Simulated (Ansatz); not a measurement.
The lowest singlet and triplet of C6H4 (SMILES [c]1cc[c]cc1); geometries from B3LYP-D3(BJ)/def2-TZVP, each state relaxed from the structure named, with no frequency check, low spin by broken symmetry.
Singlet (charge 0, multiplicity 1):
```xyz
10

C     -0.053     1.331    -0.043
C      1.186     0.756    -0.037
C      1.242    -0.660     0.009
C      0.053    -1.331     0.043
C     -1.186    -0.756     0.037
C     -1.242     0.660    -0.009
H      2.106     1.326    -0.064
H      2.205    -1.156     0.016
H     -2.106    -1.326     0.064
H     -2.205     1.156    -0.016
```
Triplet (charge 0, multiplicity 3):
| atom | x (Å) | y (Å) | z (Å) |
|---|---|---|---|
| C | -0.0522 | 1.3129 | -0.0425 |
| C | 1.1999 | 0.7494 | -0.0365 |
| C | 1.2557 | -0.6527 | 0.0089 |
| C | 0.0522 | -1.3129 | 0.0425 |
| C | -1.1999 | -0.7494 | 0.0365 |
| C | -1.2557 | 0.6527 | -0.0089 |
| H | 2.1046 | 1.3447 | -0.0651 |
| H | 2.2047 | -1.1750 | 0.0166 |
| H | -2.1046 | -1.3447 | 0.0651 |
| H | -2.2047 | 1.1750 | -0.0166 |

| level | gap E(singlet) − E(triplet), adiabatic (kJ/mol) | cost |
|---|---|---|
| R-HF/cc-pVDZ | 374.4 | - |
| R-HF/cc-pVTZ | 373.9 | - |
| R-SVWN5/def2-TZVPP | -5.0 | ×0.6 |
| U-SVWN5/def2-TZVPP (spin-contaminated) | -23.5 | ×2 |
| R-PBE/def2-TZVPP | 23.1 | ×1 |
| U-PBE/def2-TZVPP (spin-contaminated) | -16.0 | ×3 |
| R-r2SCAN/def2-TZVPP | 73.0 | ×2 |
| U-r2SCAN/def2-TZVPP (spin-contaminated) | -11.2 | ×6 |
| R-B3LYP/def2-TZVPP | 74.3 | ×1 |
| U-B3LYP/def2-TZVPP (spin-contaminated) | -10.7 | ×4 |
| R-PBE0/def2-TZVPP | 99.1 | ×1 |
| U-PBE0/def2-TZVPP (spin-contaminated) | -9.1 | ×4 |
| R-BHLYP/def2-TZVPP | 168.1 | ×2 |
| U-BHLYP/def2-TZVPP (spin-contaminated) | -6.9 | ×5 |
| R-wB97X-V/def2-TZVPP | 138.4 | ×3 |
| U-wB97X-V/def2-TZVPP (spin-contaminated) | -7.6 | ×10 |
| R-wB97M-V/def2-TZVPP | 116.2 | ×3 |
| U-wB97M-V/def2-TZVPP (spin-contaminated) | -9.0 | ×8 |
| R-B2PLYP/def2-TZVPP | 4.0 | ×3 |
| U-B2PLYP/def2-TZVPP (spin-contaminated) | -5.7 | ×7 |
| R-MP2/cc-pVDZ | -163.0 | - |
| R-MP2/cc-pVTZ | -177.1 | - |
| R-SCS-MP2/cc-pVDZ | -134.8 | - |
| R-SCS-MP2/cc-pVTZ | -149.9 | - |
| R-CCSD/cc-pVDZ | 66.7 | - |
| R-CCSD/cc-pVTZ | 73.5 | - |
| R-CCSD(T)/cc-pVDZ | -21.7 | ×4 |
| R-CCSD(T)/cc-pVTZ | -19.2 | ×30* |
| SA-CASSCF(2,2)/cc-pVDZ | -2.1 | - |
| SA-CASSCF(2,2)/cc-pVTZ | -2.1 | - |
| SC-NEVPT2 on SA-CASSCF(2,2)/cc-pVDZ | -10.0 | - |
| SC-NEVPT2 on SA-CASSCF(2,2)/cc-pVTZ | -10.0 | - |
| FIC-NEVPT4(SD) on SA-CASSCF(2,2)/cc-pVDZ | -11.2 | - |
| FIC-NEVPT4(SD) on SA-CASSCF(2,2)/cc-pVTZ | -11.0 | - |
| FIC-MRCISD+Q on SA-CASSCF(2,2)/cc-pVDZ | -8.5 | - |
| FIC-MRCISD+Q on SA-CASSCF(2,2)/cc-pVTZ | -7.9 | - |

The rows run from -177.1 (R-MP2/cc-pVTZ) to 374.4 kJ/mol (R-HF/cc-pVDZ). In cc-pVTZ the value moves R-HF 373.9, R-MP2 -177.1, R-CCSD 73.5, R-CCSD(T) -19.2, a shift of -393.1 from R-HF to R-CCSD(T). From cc-pVDZ to cc-pVTZ R-CCSD(T) changes by 2.4. The 9 R-functionals in def2-TZVPP without D3 or D4 span 173.2, from R-SVWN5 to R-BHLYP.

A positive gap puts the triplet lower; no zero-point energy. R- takes a restricted singlet, here one determinant of a half-filled degenerate or near-degenerate pair, which mixes singlet states. U- takes an unrestricted singlet (broken symmetry where lower, unprojected). The triplet is unrestricted in single-reference levels. Active spaces average the two states.

Frozen-core correlation.

Doubts at one or more of the structures used: a restricted determinant that unrestricted orbitals would lower (R-HF/cc-pVDZ, R-HF/cc-pVTZ, R-SVWN5/def2-TZVPP, R-PBE/def2-TZVPP, R-r2SCAN/def2-TZVPP, R-B3LYP/def2-TZVPP, R-PBE0/def2-TZVPP, R-BHLYP/def2-TZVPP, R-wB97X-V/def2-TZVPP, R-wB97M-V/def2-TZVPP, R-B2PLYP/def2-TZVPP, R-MP2/cc-pVDZ, R-MP2/cc-pVTZ, R-SCS-MP2/cc-pVDZ, R-SCS-MP2/cc-pVTZ, R-CCSD/cc-pVDZ, R-CCSD/cc-pVTZ, R-CCSD(T)/cc-pVDZ, R-CCSD(T)/cc-pVTZ); a spin-contaminated determinant (R-HF/cc-pVDZ, R-HF/cc-pVTZ, R-MP2/cc-pVDZ, R-MP2/cc-pVTZ, R-SCS-MP2/cc-pVDZ, R-SCS-MP2/cc-pVTZ, R-CCSD/cc-pVDZ, R-CCSD/cc-pVTZ, R-CCSD(T)/cc-pVDZ, R-CCSD(T)/cc-pVTZ); other coupled-cluster roots lie near (R-CCSD/cc-pVDZ, R-CCSD/cc-pVTZ, R-CCSD(T)/cc-pVDZ, R-CCSD(T)/cc-pVTZ).

Codes used: Ansatz (an electronic-structure program) with Gaussian orbitals. Values without a source in brackets are computed.

Costs are rough ratios of core time to R-PBE/def2-TZVPP (about 16 s over the structures, on one shared machine); a dash marks a level with no comparable run of its own. A star marks coupled-cluster runs past 200 virtual orbitals, where the program's memory plan changes under this machine's limit, so their costs aren't comparable with smaller runs.

Measured: singlet below triplet by 3.8 ± 0.3 kcal/mol (with zero-point energy) [compilation of Shee et al.].
